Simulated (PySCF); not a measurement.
**Cr: electron affinity**

Cr⁻ [Ar] 3d5 4s2 (6S) → Cr [Ar] 3d5 4s1 (7S), as a difference of total energies. Calculation: PySCF 2.14, in aug-cc-pVTZ-DK; scalar relativity by spin-free X2C-1e. Correlated levels: valence: [Ar] frozen. The calculations carry no spin-orbit coupling.

```csv
method,electron affinity (eV),error (eV)
UHF,-0.284,-0.960
MP2 (valence),0.133,-0.543
SCS-MP2 (valence),0.230,-0.446
CCSD (valence),0.500,-0.176
CCSD(T) (valence),0.619,-0.057
```

Reference: 0.676 eV (measured; photodetachment measurements, as compiled on the Wikipedia data page of electron affinities).

Errors of the correlated levels include the incompleteness of this basis and the frozen core.

A negative affinity means that the anion lies above the atom at that level of theory.

The coupled-cluster amplitudes are large for Cr⁻ (T1 above 0.03 or a double amplitude above 0.15), so a single reference is strained.
